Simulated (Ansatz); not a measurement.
Ansatz (a program for electronic structure) input:
A basis named .json is the Basis Set Exchange file of that set.

Ansatz 0.2 input:
```yaml
crystal:
  periodic: [false, false, false]
  atoms:
    - {symbol: Zr, position_ang: [0.21365065, -0.00007267, -0.05005740]}
    - {symbol: F, position_ang: [-0.74201059, 1.35210404, -1.03129778]}
    - {symbol: F, position_ang: [-0.20754787, -1.35178106, 1.25377510]}
basis:
  gaussian:
    orbitals: def2-QZVPPD.json
    fitting: {mean_field: def2-universal-jkfit, correlation: def2-QZVPPD-RIFIT.json}
total_charge: 1
magnetization: {spin_polarized: true, initial_magnetization: 1}
correlation: {method: mp2, electrons: outside_noble_gas}
```

Question: Predict the final energy.

Answer: -246.01622 Eh (RI-MP2/def2-QZVPPD). The basis has 213 functions.

This state (charge 1, doublet) is run at the relaxed geometry of the species with charge 0 and multiplicity 3.
